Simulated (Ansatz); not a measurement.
C$_{2}$H$_{6}$O$_{2}$Si (`OC1CO[SiH2]1`), 11 atoms. Charge 0, multiplicity 1. All runs use 4 threads of an Arm Neoverse V1 on a shared host. Correlated methods freeze the cores.

How many basis functions does each run have, and how long does it take in Ansatz? RKS B3LYP-D4/def2-TZVPP energy and forces; RHF-MP2/def2-QZVPP energy; RHF-CCSD(T)/def2-SVP energy; RKS PBE0-D4/def2-SVP energy; RKS B2PLYP (frozen core)/def2-TZVPP energy; RKS PBE0-D4/def2-TZVP relaxation (9 steps); RKS r2SCAN0-D4/def2-TZVPP energy; RKS r2SCANh-D4/def2-TZVPP energy; RKS ωB97M-V/def2-QZVPP energy; RHF-CCSD(T)/def2-TZVPP energy; direct RPA on PBE orbitals/def2-TZVPP energy; RKS PBE0-D4/def2-TZVP frequencies. (Best estimate.)

Ansatz gave: Other jobs shared the machine, so times are rough.

```csv
level,job,functions,wall time,peak host memory (GiB)
RKS PBE0-D4/def2-SVP,energy,104,1.1 s,0.22
RKS B3LYP-D4/def2-TZVPP,energy and forces,250,4.9 s,0.7
RKS r2SCAN0-D4/def2-TZVPP,energy,250,5.5 s,0.61
RKS r2SCANh-D4/def2-TZVPP,energy,250,6 s,0.61
RHF-CCSD(T)/def2-SVP,energy,104,6 s,0.48
RKS B2PLYP (frozen core)/def2-TZVPP,energy,250,6.5 s,0.68
direct RPA on PBE orbitals/def2-TZVPP,energy,250,6.5 s,0.63
RKS ωB97M-V/def2-QZVPP,energy,478,23 s,2
RHF-MP2/def2-QZVPP,energy,478,26 s,3.1
RKS PBE0-D4/def2-TZVP,relaxation (9 steps),197,34 s,0.48
RKS PBE0-D4/def2-TZVP,frequencies,197,2.8 min,0.5
RHF-CCSD(T)/def2-TZVPP,energy,250,3 min,5.5
```

B3LYP here is the variant with VWN-RPA as its local correlation; programs differ in this.
